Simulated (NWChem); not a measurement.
## Total energies of silicon monosulfide (SSi)

```xyz
2

Si     0.0000     0.0000     1.0345
S      0.0000     0.0000    -0.9052
```
Charge 0, spin multiplicity 1.

Program: NWChem. All single points use one geometry, from PBE0/def2-SVP, a minimum by its harmonic frequencies.

Basis set: cc-pVTZ (68 functions).

```
method   total energy (Ha)  relative cost
-------  -----------------  -------------
RHF             -686.50625              1
MP2             -686.76602        under 3
B2PLYP          -687.48166        under 3
PBE             -687.40628        under 3
B3LYP           -687.75888        under 3
PBE0            -687.45937        under 3
CCSD(T)         -686.80528             20
```

Total energies of different functionals aren't comparable as a measure of quality: only differences taken within one method are. Relative cost: rough, from shared machines, SCF included, RHF = 1.

The correlated methods keep 10 core orbitals frozen. B3LYP has NWChem's definition, with VWN1-RPA local correlation. Coupled-cluster values serve here as a point of comparison, not as the truth.
